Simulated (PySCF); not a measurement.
# Simulated absorption spectrum

Compound: C₆H₈F₃P.
SMILES with atom numbers: `[CH2:1]=[CH:2][C@@H:3]1[PH:4][CH2:5][C@@H:6]1[C:7]([F:8])([F:9])[F:10]` (hydrogens: H11, H12 on C1; H13 on C2; H14 on C3; H15 on P4; H16, H17 on C5; H18 on C6)

The calculation used PySCF 2.14.0, density-fitted response routines, TDDFT CAM-B3LYP/def2-SVPD, vertical, gas phase, core orbitals frozen in the response. Isolated species at its PBE0-D3(BJ)/def2-SVP geometry (one conformer only).

Broadening: Gaussians 0.4 eV wide at half height, area fixed by f = 4.319×10⁻⁹ ∫ε dν̃. The width is an assumption, not a result. The curve ends short of the highest state used, and states not computed would add to its high-energy end.

```csv
E (eV),ε (L mol⁻¹ cm⁻¹)
5.22,14
5.28,46
5.34,133
5.40,339
5.46,763
5.52,1516
5.58,2657
5.64,4113
5.70,5619
5.76,6780
5.82,7230
5.88,6827
5.94,5742
6.00,4365
6.06,3114
6.12,2247
6.18,1811
6.24,1709
6.30,1836
6.36,2200
6.42,2967
6.49,4700
6.55,7049
6.61,9973
6.67,12860
6.73,14912
6.79,15546
6.85,14747
6.91,13114
6.97,11552
7.03,10807
7.09,11160
7.15,12429
7.21,14218
7.27,16182
7.33,18129
```

Problem. Where are the band maxima, and which computed states make them?

Solution. 213 nm (5.82 eV), ε about 7200, made up of S1 (100%); 183 nm (6.78 eV), ε about 16000, made up of S3 (62%) and S4 (34%) (ε in L mol⁻¹ cm⁻¹; maxima over ε = 5, shares over 10%). At its high-energy end, 7.33 eV, the curve is still rising (ε about 18000, from S5, S6, S7 and S8). The states used: S1 5.82 eV (f 0.107); S2 6.31 eV (f 0.020); S3 6.75 eV (f 0.146); S4 6.81 eV (f 0.080); S5 7.17 eV (f 0.084); S6 7.30 eV (f 0.086); S7 7.45 eV (f 0.071); S8 7.57 eV (f 0.177); S9 7.71 eV (f 0.077); S10 7.93 eV (f 0.012).

Problem. Does any computed singlet lie in the visible range?

Solution. No computed singlet lies in the visible range (380 to 750 nm); the lowest, at 213 nm, stands 2.56 eV above its violet end (3.26 eV).

Problem. What would ε be at 6.78 eV, the highest of these maxima, with half the width (0.2 eV)?

Solution. About 29000 L mol⁻¹ cm⁻¹ against 15600, a factor of about 1.9; a lone state at its own centre would give exactly 2.

Problem. Coming from long wavelengths, where does ε first pass 100 L mol⁻¹ cm⁻¹?

Solution. At about 233 nm (5.32 eV), 0.50 eV below S1.

The vertical ionisation energy (ΔSCF) is 9.13 eV, 1.20 eV above S10.
